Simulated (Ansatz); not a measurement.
Cost and result for the atomization energy of Cl2HInS (`[SH][In]([Cl])[Cl]`) (5 atoms, 4 bonds).

Cartesian coordinates in Å:
```
S 0.881 1.265 -1.117
In -0.415 -0.351 0.000
Cl -2.208 -1.383 -1.010
Cl 0.067 -0.968 2.172
H 1.675 1.437 -0.045
```

The species carries charge 0 and has multiplicity 1. Correlated methods include outer-core shells of In, which these sets cover unevenly. In: def2 effective core potential. All single points use the PBE0-D4/def2-TZVP geometry. It is one conformer, not always the lowest. Program: Ansatz. All runs use 2 threads of a server CPU on a shared host. Times are those of one run each, without the atoms' runs, and a repeat can differ threefold. Electronic energies, without spin–orbit coupling; frozen cores. CCSD(T)/CBS adds CCSD(T) − MP2 in def2-TZVPP to the MP2 limit, and its time is that of the two runs behind it. T1 = 0.013. With those shells the extrapolation isn't a true limit.

CCSD(T)/CBS is a level of theory with its own doubt, some kJ/mol a heavy atom from the limit and from the frozen cores, so smaller differences don't rank the functionals.

```csv
level,functions,wall time
LDA (SPW92)/def2-TZVPP,190,1.4 s
PBE-D4/def2-TZVPP (with forces),190,3.1 s
CCSD(T)/def2-SVP,85,3.2 s
BHLYP-D4/def2-TZVPP,190,4.7 s
PBE-QIDH/def2-TZVPP,190,7 s
r2SCAN-D4/def2-TZVPP (with forces),190,7.5 s
r2SCANh-D4/def2-TZVPP,190,7.5 s
B2PLYP/def2-TZVPP,190,7.5 s
B97M-V/def2-TZVPP,190,12 s
MP2/def2-QZVPP,322,15 s
ωB97M-V/def2-TZVPP (with forces),190,17 s
CCSD(T)/def2-TZVPP,190,90 s
CCSD(T)/CBS(def2),–,100 s
```

Question: What atomization energy does each give, and how far from CCSD(T)/CBS? (Best estimate.)

Answer: The calculation gave: 
```csv
level,atomization (kcal/mol),difference from CCSD(T)/CBS,per bond
LDA (SPW92)/def2-TZVPP,358.8,45.8,11.4
PBE-D4/def2-TZVPP (with forces),313.3,0.3,0.1
CCSD(T)/def2-SVP,280.7,-32.3,-8.1
BHLYP-D4/def2-TZVPP,294.9,-18.1,-4.5
PBE-QIDH/def2-TZVPP,310.2,-2.8,-0.7
r2SCAN-D4/def2-TZVPP (with forces),314.0,1.0,0.2
r2SCANh-D4/def2-TZVPP,311.3,-1.7,-0.4
B2PLYP/def2-TZVPP,299.3,-13.7,-3.4
B97M-V/def2-TZVPP,318.5,5.5,1.4
MP2/def2-QZVPP,317.0,4.0,1.0
ωB97M-V/def2-TZVPP (with forces),313.5,0.5,0.1
CCSD(T)/def2-TZVPP,299.6,-13.4,-3.4
CCSD(T)/CBS(def2),313.0,0.0,0.0
```

From BLYP to BHLYP (50 % exact exchange), in def2-TZVPP and without D4, the atomization energy moves by −1.0 kcal/mol: exact exchange takes away binding that semilocal exchange gives to molecules. In def2-TZVPP, CCSD(T) changes the Hartree–Fock value by +79.3 kcal/mol (the triples alone add +8.2 kcal/mol) and MP2 by +88.8 kcal/mol; breaking electron pairs costs correlation energy, which Hartree–Fock lacks. At CCSD(T), def2-SVP lies −32.4 kcal/mol from the extrapolated value and def2-TZVPP −13.4 kcal/mol: correlation converges slowly with the basis, and small sets miss more of it in the bonded molecule than in its fragments.

Spin–orbit coupling would lower the free In atoms strongly, and the atomization energy with them, by more than many differences here.
